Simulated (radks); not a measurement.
All-electron atom: Kr V in [Ar] 3d10 4s2 4p2. Method: scalar-relativistic Kohn-Sham, PBEsol, spin-polarised, spherical densities, finite nucleus; open shells are filled with parallel spins first; Fermi nuclear charge, rms radius 4.1884 fm; computed with a radial shooting solver on a logarithmic mesh with Libxc functionals.

Local quantities along the radius. ELF = 1/(1 + alpha^2) is the electron localisation function; alpha = (tau - tau_W)/tau_unif compares the Pauli kinetic energy density with that of the uniform gas (summed over spins). tau is taken from the large components.

```
   r/bohr * ELF (the largest magnitude, 1, reaches the edge; | marks zero)
 0.002097 |                                                      *
 0.002384 |                                                      *
 0.002731 |                                                      *
 0.003129 |                                                      *
 0.003585 |                                                      *
 0.004107 |                                                      *
 0.004705 |                                                      *
  0.00539 |                                                      *
 0.006127 |                                                      *
 0.007019 |                                                      *
 0.008042 |                                                      *
 0.009213 |                                                      *
  0.01056 |                                                      *
  0.01209 |                                                      *
  0.01385 |                                                      *
  0.01575 |                                                      *
  0.01804 |                                                      *
  0.02067 |                                                     *
  0.02368 |                                                     *
  0.02713 |                                                    *
  0.03108 |                                                 *
  0.03561 |                                            *
  0.04047 |                                     *
  0.04637 |                            *
  0.05312 |                    *
  0.06086 |                *
  0.06973 |                *
  0.07989 |                     *
  0.09153 |                            *
    0.104 |                                   *
   0.1192 |                                        *
   0.1365 |                                          *
   0.1564 |                                         *
   0.1792 |                                   *
   0.2053 |                         *
   0.2352 |                *
   0.2674 |             *
   0.3063 |                  *
   0.3509 |                            *
   0.4021 |                                     *
   0.4606 |                                         *
   0.5278 |                                          *
   0.6046 |                                       *
   0.6872 |                                  *
   0.7873 |                        *
    0.902 |              *
    1.033 |           *
    1.184 |                *
    1.356 |                            *
    1.554 |                                       *
    1.766 |                                           *
    2.024 |                                          *
    2.318 |                                   *
    2.656 |                      *
    3.043 |        *
    3.486 | *
    3.994 *
     4.54 *
    5.201 *
```

On this mesh the ELF has minima near r = 0.061, 0.27, 1.0 bohr, which separate the shells, and maxima near 0.0016 (1.00), 0.14 (0.79), 0.53 (0.78), 1.8 (0.80).
